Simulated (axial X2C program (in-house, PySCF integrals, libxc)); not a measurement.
## Outer orbitals of SnBr⁻ at 2.712 Å, BP86

Computed with an in-house relativistic program for diatomic molecules. Spin-free means the one-electron spin-free X2C Hamiltonian; two-component (2c) means X2C with spin–orbit coupling and atomic mean-field two-electron Coulomb and Gaunt terms, so the difference of the two also holds small scalar two-electron terms. Basis: Sn dyall-acv3z [12s13p10d5f1g], Br dyall-acv3z [9s10p7d5f1g] (cores contracted in-house); Gaussian nuclei, density fitting, unrestricted open shells. Masses: Sn 119.902 u, Br 78.918 u.

The distance is close to the 2c PBE0 minimum; the highest filled and lowest empty levels are listed.

Spin-free orbitals, state M_S = 1, Λ = 0 (beyond evenly filled blocks: π+α, π-α) (Löwdin shares):

```csv
symmetry,occupied,ε (eV),atomic character
σα,yes,-20.53,100% Sn d
π-α,yes,-20.49,100% Sn d
π+α,yes,-20.49,100% Sn d
σβ,yes,-20.46,100% Sn d
δ-α,yes,-20.42,100% Sn d
δ+α,yes,-20.42,100% Sn d
π-β,yes,-20.38,100% Sn d
π+β,yes,-20.38,100% Sn d
δ-β,yes,-20.25,100% Sn d
δ+β,yes,-20.25,100% Sn d
σα,yes,-14.25,"84% Br s, 5% Sn d, 5% Sn p"
σβ,yes,-14.20,"84% Br s, 5% Sn d, 5% Sn p"
σα,yes,-6.14,"70% Sn s, 22% Br p, 4% Br d"
σβ,yes,-5.41,"64% Sn s, 29% Br p, 4% Br d"
σα,yes,-2.52,"61% Br p, 22% Sn p, 13% Sn s"
σβ,yes,-2.28,"56% Br p, 20% Sn p, 19% Sn s"
π-α,yes,-2.25,"87% Br p, 6% Sn p, 3% Sn d"
π+α,yes,-2.25,"87% Br p, 6% Sn p, 3% Sn d"
π-β,yes,-2.15,"89% Br p, 4% Sn p, 4% Sn f"
π+β,yes,-2.15,"89% Br p, 4% Sn p, 4% Sn f"
π-α,yes,0.72,"84% Sn p, 6% Br p, 5% Br d"
π+α,yes,0.72,"84% Sn p, 6% Br p, 5% Br d"
π-β,no,1.82,"86% Sn p, 5% Br d, 4% Br p"
π+β,no,1.82,"86% Sn p, 5% Br d, 4% Br p"
σα,no,2.06,"67% Sn p, 12% Sn s, 7% Br p"
σβ,no,2.30,"74% Sn p, 10% Sn s, 5% Br p"
```

The highest filled level is positive, so this functional does not bind it, and the empty levels of an anion are set by the basis.

Spinors with spin–orbit coupling (state Ω = 1):

```json
{"ω": "-1/2", "occupied": "yes", "ε (eV)": "-20.09", "atomic character": "100% Sn d", "λ mixture": "61% σ, 39% π"}
{"ω": "1/2", "occupied": "yes", "ε (eV)": "-20.08", "atomic character": "100% Sn d", "λ mixture": "52% σ, 48% π"}
{"ω": "3/2", "occupied": "yes", "ε (eV)": "-20.04", "atomic character": "100% Sn d", "λ mixture": "70% π, 30% δ"}
{"ω": "5/2", "occupied": "yes", "ε (eV)": "-20.04", "atomic character": "100% Sn d", "λ mixture": "100% δ"}
{"ω": "-3/2", "occupied": "yes", "ε (eV)": "-20.00", "atomic character": "100% Sn d", "λ mixture": "81% π, 19% δ"}
{"ω": "-5/2", "occupied": "yes", "ε (eV)": "-19.86", "atomic character": "100% Sn d", "λ mixture": "100% δ"}
{"ω": "1/2", "occupied": "yes", "ε (eV)": "-14.27", "atomic character": "84% Br s, 5% Sn d, 5% Sn p", "λ mixture": "100% σ"}
{"ω": "-1/2", "occupied": "yes", "ε (eV)": "-14.22", "atomic character": "84% Br s, 5% Sn d, 5% Sn p", "λ mixture": "100% σ"}
{"ω": "1/2", "occupied": "yes", "ε (eV)": "-6.14", "atomic character": "70% Sn s, 23% Br p, 4% Br d", "λ mixture": "100% σ"}
{"ω": "-1/2", "occupied": "yes", "ε (eV)": "-5.42", "atomic character": "63% Sn s, 30% Br p, 4% Br d", "λ mixture": "100% σ"}
{"ω": "1/2", "occupied": "yes", "ε (eV)": "-2.61", "atomic character": "68% Br p, 17% Sn p, 10% Sn s", "λ mixture": "78% σ, 22% π"}
{"ω": "-1/2", "occupied": "yes", "ε (eV)": "-2.50", "atomic character": "78% Br p, 9% Sn p, 7% Sn s", "λ mixture": "68% π, 32% σ"}
{"ω": "1/2", "occupied": "yes", "ε (eV)": "-2.23", "atomic character": "82% Br p, 9% Sn p, 3% Sn d", "λ mixture": "78% π, 22% σ"}
{"ω": "-1/2", "occupied": "yes", "ε (eV)": "-2.19", "atomic character": "65% Br p, 18% Sn p, 12% Sn s", "λ mixture": "68% σ, 32% π"}
{"ω": "3/2", "occupied": "yes", "ε (eV)": "-2.11", "atomic character": "87% Br p, 6% Sn p, 4% Sn d", "λ mixture": "100% π"}
{"ω": "-3/2", "occupied": "yes", "ε (eV)": "-2.02", "atomic character": "89% Br p, 4% Sn p, 4% Sn f", "λ mixture": "100% π"}
{"ω": "-1/2", "occupied": "yes", "ε (eV)": "0.60", "atomic character": "84% Sn p, 6% Br p, 5% Br d", "λ mixture": "99% π, 1% σ"}
{"ω": "3/2", "occupied": "yes", "ε (eV)": "0.85", "atomic character": "84% Sn p, 6% Br p, 6% Br d", "λ mixture": "100% π"}
{"ω": "1/2", "occupied": "no", "ε (eV)": "1.69", "atomic character": "84% Sn p, 6% Br d, 5% Br p", "λ mixture": "95% π, 5% σ"}
{"ω": "-3/2", "occupied": "no", "ε (eV)": "1.92", "atomic character": "86% Sn p, 5% Br d, 4% Br p", "λ mixture": "100% π"}
{"ω": "1/2", "occupied": "no", "ε (eV)": "2.08", "atomic character": "68% Sn p, 12% Sn s, 7% Br p", "λ mixture": "96% σ, 4% π"}
{"ω": "-1/2", "occupied": "no", "ε (eV)": "2.30", "atomic character": "75% Sn p, 10% Sn s, 5% Br p", "λ mixture": "99% σ, 1% π"}
```

The highest filled level is positive, so this functional does not bind it, and the empty levels of an anion are set by the basis.

Problem. How does the gap between the highest filled and lowest empty level change from the spin-free to the 2c table?

Solution. From 1.10 to 0.84 eV at BP86, a change of -0.26 eV.

Mulliken charges and populations of the two-component result (they depend on the basis, above all on diffuse functions):

Sn -0.41 e (s 9.94 p 20.40 d 20.05 f 0.02), Br -0.59 e (s 8.01 p 17.54 d 10.04). ⟨Lz⟩ = 0.00 ħ and ⟨Sz⟩ = 1.00 ħ (1.01 and -0.02 on the two atoms), which add up to Ω.

The state is a single determinant with fixed occupations, the lowest that a limited PBE0 search found. Density functionals use the spin component along the axis (collinear). Other states lie close and PBE0, whose exact exchange favours high spin, may order them wrongly; the determinant shown need not be the ground state. The nearest other spin-free determinant of the search, M_S = 0, Λ = 2, lies 0.65 eV up at the distance of the search. With several unpaired electrons one determinant need not be a pure state. Open-shell Ω = 0 determinants with evenly filled partner blocks cannot be reached by this program, so the Ω shown need not be the lowest component. This is the Ω = 1 component of a π² triplet; the 0⁺ component is not one determinant and can lie lowest. The highest occupied level of some functionals is positive through self-interaction error; at Hartree–Fock it is bound.
